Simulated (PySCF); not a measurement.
## Calculated data, BGeH₃O₂, BGeH₆N₂, GeH₃O₂, CH₆BGeN

All values are calculated (PySCF 2.14.0). Calculation on a computer-drawn molecule: the log of a Hartree-Fock and frozen-core CCSD(T) single point meant for a local Hartree-Fock minimum, with one planted fault or none, to be diagnosed. Offsets are logged minus clean, where the clean run is the same molecule without the fault. The reference is restricted for singlets and unrestricted otherwise, and also for a bond in bohr or an excited solution. Adding or removing an electron swaps singlet and doublet. The excited solution moves the top pair (singlet) or top alpha electron (doublet) to the lowest empty orbital. Highest occupied and lowest empty are orbital energies over both spins, largest force is the largest gradient component, triples share is (T) over the correlation energy, the T1 limit is 0.02 restricted and 0.045 unrestricted, electrons count all cores, a negative frequency is imaginary (commonest isotopes), and the dipole is about the centre of nuclear charge; on germanium a core potential holds 10 electrons, which the energies leave out, and 3d is frozen in MP2 and coupled-cluster steps.

Common to all runs: logged SCF converged yes; logged CC converged yes; logged SCF stable within its kind yes; possible faults no fault, one electron removed, one electron added, multiplicity raised by two, geometry at a saddle point, SCF held on an excited solution, minimal basis STO-3G, one bond length entered in bohr, all coordinates scaled.

(1) 
```xyz
7
formula=BGeH3O2 meant_charge=0 meant_multiplicity=1 meant_basis=cc-pVDZ meant_basis_and_core_potential_on_germanium=cc-pVDZ-PP_ECP10MDF logged_electrons=56 logged_basis_functions=80 logged_spin_squared=0 logged_highest_occupied=-11.146 logged_lowest_empty=0.37854 logged_largest_force=0.027064 logged_T1_diagnostic=0.026123 logged_D1_diagnostic=0.090982 logged_triples_share=0.033088 logged_dipole_magnitude=3.9913 logged_energy_HF=-469.48865 logged_energy_CCSD(T)=-470.08588 planted_fault=all_coordinates_scaled,by_+2.9_% HF_energy_offset_from_clean_run=3.891 CCSD(T)_energy_offset_from_clean_run=-1.462
B     -0.2238    -0.7062    -0.0016
Ge    -1.2523     1.1373     0.2736
O     -2.0875     2.1458    -0.7542
O     -1.0742     1.5227     2.0316
H      0.9694    -0.6965    -0.2870
H     -0.8327    -1.7633     0.1292
H     -1.5030     2.3550     2.3100
```

Units: logged_highest_occupied, logged_lowest_empty in eV; logged_largest_force in hartree/bohr; logged_dipole_magnitude in debye; logged_energy_HF, logged_energy_CCSD(T) in hartree; HF_energy_offset_from_clean_run, CCSD(T)_energy_offset_from_clean_run in kcal/mol.

Drawn bonds:
```csv
atom,other atom,order
1,2,1
2,3,2
2,4,1
1,5,1
1,6,1
4,7,1
```

Notes: T1 above single-reference limit.

(2) 
```xyz
10
formula=BGeH6N2 meant_charge=0 meant_multiplicity=2 meant_basis=cc-pVDZ meant_basis_and_core_potential_on_germanium=cc-pVDZ-PP_ECP10MDF logged_electrons=57 logged_basis_functions=95 logged_spin_squared=0.754 logged_highest_occupied=-7.8466 logged_lowest_empty=1.7753 logged_largest_force=0.029129 logged_T1_diagnostic=0.014664 logged_D1_diagnostic=0.055949 logged_triples_share=0.025694 logged_dipole_magnitude=2.092 logged_energy_HF=-430.37704 logged_energy_CCSD(T)=-430.9362 planted_fault=one_bond_length_entered_in_bohr,row_1_of_the_drawn_bonds HF_energy_offset_from_clean_run=37.98 CCSD(T)_energy_offset_from_clean_run=47.2
B     -1.1990    -2.5915    -1.4406
Ge    -2.0446    -0.2586     1.3004
N     -1.6286     1.4870     1.4146
N     -3.0354    -0.6017     2.7626
H     -1.5864    -3.7218    -1.3543
H     -0.5549    -2.1696    -2.3582
H     -0.9431     1.8717     0.7939
H     -1.6732     1.9886     2.2803
H     -3.2498    -1.5528     2.9934
H     -2.9837    -0.0245     3.5797
```

Units: logged_highest_occupied, logged_lowest_empty in eV; logged_largest_force in hartree/bohr; logged_dipole_magnitude in debye; logged_energy_HF, logged_energy_CCSD(T) in hartree; HF_energy_offset_from_clean_run, CCSD(T)_energy_offset_from_clean_run in kcal/mol.

Drawn bonds:
```csv
atom,other atom,order
1,2,1
2,3,1
2,4,1
1,5,1
1,6,1
3,7,1
3,8,1
4,9,1
4,10,1
```

(3) 
```xyz
6
formula=GeH3O2 meant_charge=-1 meant_multiplicity=1 meant_basis=aug-cc-pVDZ meant_basis_and_core_potential_on_germanium=aug-cc-pVDZ-PP_ECP10MDF logged_electrons=52 logged_basis_functions=105 logged_spin_squared=0 logged_highest_occupied=-2.8511 logged_lowest_empty=4.1221 logged_largest_force=1.488e-05 logged_lowest_frequency=99.859 logged_T1_diagnostic=0.017523 logged_D1_diagnostic=0.040607 logged_triples_share=0.031037 logged_dipole_magnitude=2.0824 logged_energy_HF=-444.92119 logged_energy_CCSD(T)=-445.48603 planted_fault=no_fault HF_energy_offset_from_clean_run=0 CCSD(T)_energy_offset_from_clean_run=0
O      1.2956     0.0723     0.1933
Ge     1.7724     0.7090    -1.5193
O      1.5571     2.5628    -1.2326
H      1.8795     0.3847     0.8630
H      3.3923     0.7150    -1.2117
H      2.1426     2.8900    -0.5714
```

Units: logged_highest_occupied, logged_lowest_empty in eV; logged_largest_force in hartree/bohr; logged_lowest_frequency in cm⁻¹; logged_dipole_magnitude in debye; logged_energy_HF, logged_energy_CCSD(T) in hartree; HF_energy_offset_from_clean_run, CCSD(T)_energy_offset_from_clean_run in kcal/mol.

Drawn bonds:
```csv
atom,other atom,order
1,2,1
2,3,1
1,4,1
2,5,1
3,6,1
```

(4) 
```xyz
10
formula=CH6BGeN meant_charge=0 meant_multiplicity=1 meant_basis=cc-pVDZ meant_basis_and_core_potential_on_germanium=cc-pVDZ-PP_ECP10MDF logged_electrons=55 logged_basis_functions=95 logged_spin_squared=0.7613 logged_highest_occupied=-15.977 logged_lowest_empty=-5.6404 logged_largest_force=0.078093 logged_T1_diagnostic=0.025816 logged_D1_diagnostic=0.14406 logged_triples_share=0.03244 logged_dipole_magnitude=5.7169 logged_energy_HF=-413.53837 logged_energy_CCSD(T)=-414.0553 planted_fault=one_electron_removed HF_energy_offset_from_clean_run=155.8 CCSD(T)_energy_offset_from_clean_run=175
B     -2.7272     0.2148    -0.4360
C     -1.5972     0.7012    -1.0559
N     -0.7108     0.3307    -2.0996
Ge    -1.0011     2.2404     0.0234
H     -3.6639    -0.1020     0.1993
H     -1.0646    -0.4451    -2.6295
H     -0.5629     1.0903    -2.7417
H     -0.8321     3.4518    -0.9075
H     -2.0488     2.5749     1.0916
H      0.3462     1.9459     0.6894
```

Units: logged_highest_occupied, logged_lowest_empty in eV; logged_largest_force in hartree/bohr; logged_dipole_magnitude in debye; logged_energy_HF, logged_energy_CCSD(T) in hartree; HF_energy_offset_from_clean_run, CCSD(T)_energy_offset_from_clean_run in kcal/mol.

Drawn bonds:
```csv
atom,other atom,order
1,2,2
2,3,1
2,4,1
1,5,1
3,6,1
3,7,1
4,8,1
4,9,1
4,10,1
```
